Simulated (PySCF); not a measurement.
C6H12O4.
Atom-mapped SMILES: `[OH:1][CH2:2][CH2:3][CH2:4][O:5][C@@H:6]1[CH2:7][O:8][CH2:9][O:10]1` (hydrogens: H11 on O1; H12, H13 on C2; H14, H15 on C3; H16, H17 on C4; H18 on C6; H19, H20 on C7; H21, H22 on C9)

Computed, not measured: PBE0-D3(BJ)/def2-SVP geometry optimisation, gas phase (PySCF 2.14.0).

(1) Give the optimised bond lengths and angles.

Answers

(1) 
| bond | length (Å) |
| --- | --- |
| O1–C2 | 1.403 |
| C2–C3 | 1.522 |
| C3–C4 | 1.510 |
| C4–O5 | 1.412 |
| O5–C6 | 1.386 |
| C6–C7 | 1.539 |
| C7–O8 | 1.406 |
| O8–C9 | 1.391 |
| C9–O10 | 1.403 |
| C6–O10 | 1.400 |
| O1–H11 | 0.963 |
| C2–H12 | 1.103 |
| C2–H13 | 1.107 |
| C3–H14 | 1.105 |
| C3–H15 | 1.102 |
| C4–H16 | 1.108 |
| C4–H17 | 1.105 |
| C6–H18 | 1.106 |
| C7–H19 | 1.105 |
| C7–H20 | 1.099 |
| C9–H21 | 1.099 |
| C9–H22 | 1.111 |

A selection of angles:
| angle | degrees |
| --- | --- |
| C2–O1–H11 | 107.8 |
| O1–C2–C3 | 112.8 |
| O1–C2–H12 | 106.5 |
| O1–C2–H13 | 112.2 |
| C3–C2–H12 | 109.3 |
| C3–C2–H13 | 109.2 |
| H12–C2–H13 | 106.5 |
| C2–C3–C4 | 113.4 |
| C2–C3–H14 | 109.4 |
| C2–C3–H15 | 108.9 |
| C4–C3–H14 | 108.7 |
| C4–C3–H15 | 109.3 |
| H14–C3–H15 | 107.0 |
| C3–C4–O5 | 108.8 |
| C3–C4–H16 | 110.7 |
| C3–C4–H17 | 110.6 |
| O5–C4–H16 | 109.8 |
| O5–C4–H17 | 109.7 |
| H16–C4–H17 | 107.2 |
| C4–O5–C6 | 114.1 |
| O5–C6–C7 | 108.1 |
| O5–C6–O10 | 113.0 |
| O5–C6–H18 | 110.3 |
| C7–C6–O10 | 103.7 |
| C7–C6–H18 | 114.8 |
| O10–C6–H18 | 106.9 |
| C6–C7–O8 | 104.6 |
| C6–C7–H19 | 108.2 |
| C6–C7–H20 | 113.2 |
| O8–C7–H19 | 112.2 |
| O8–C7–H20 | 109.2 |
| H19–C7–H20 | 109.4 |
| C7–O8–C9 | 105.6 |
| O8–C9–O10 | 105.7 |
| O8–C9–H21 | 109.8 |
| O8–C9–H22 | 111.3 |
| O10–C9–H21 | 109.4 |
| O10–C9–H22 | 110.3 |
| H21–C9–H22 | 110.2 |
| C6–O10–C9 | 105.7 |

Dihedral angles: O1–C2–C3–C4 177° (antiperiplanar); C2–C3–C4–O5 64° (synclinal); C3–C4–O5–C6 -177° (antiperiplanar); C4–O5–C6–C7 -178° (antiperiplanar); O5–C6–C7–O8 -118° (anticlinal); C6–C7–O8–C9 21° (synperiplanar); C7–O8–C9–O10 -37° (synclinal); O8–C9–O10–C6 38° (synclinal); O5–C6–O10–C9 93° (anticlinal); H11–O1–C2–C3 66° (synclinal).

O1 (alcohol oxygen) is bent (angle 107.8°). O5 (ether oxygen) is bent (angle 114.1°). The 7 C–O bonds span 1.386 Å (O5–C6, drawn single) to 1.412 Å (C4–O5, drawn single), a spread of 0.026 Å. The 5-membered ring C6–C7–O8–C9–O10 has internal angles of 103.7° to 105.7°; it is puckered, 0.15 Å rms from its mean plane, widest ring torsion 38°. Of the pairs four or more bonds apart, O10···H17 is among the closest relative to their van der Waals radii: 2.55 Å, 94 % of the sum of Bondi's values. The 3 C–C bonds span 1.510 Å (C3–C4, drawn single) to 1.539 Å (C6–C7, drawn single), a spread of 0.029 Å.

Point group: C1 (no symmetry element, even within 0.4 Å). Whether it is a minimum is left open (no frequencies). One conformer, not necessarily the lowest (H–O1–C2–C3 66°, O1–C2–C3–C4 177°, C2–C3–C4–O5 64°, C3–C4–O5–C6 -177°, C4–O5–C6–C7 -178°, O5–C6–C7–O8 -118°, C6–C7–O8–C9 21°, C7–O8–C9–O10 -37°).
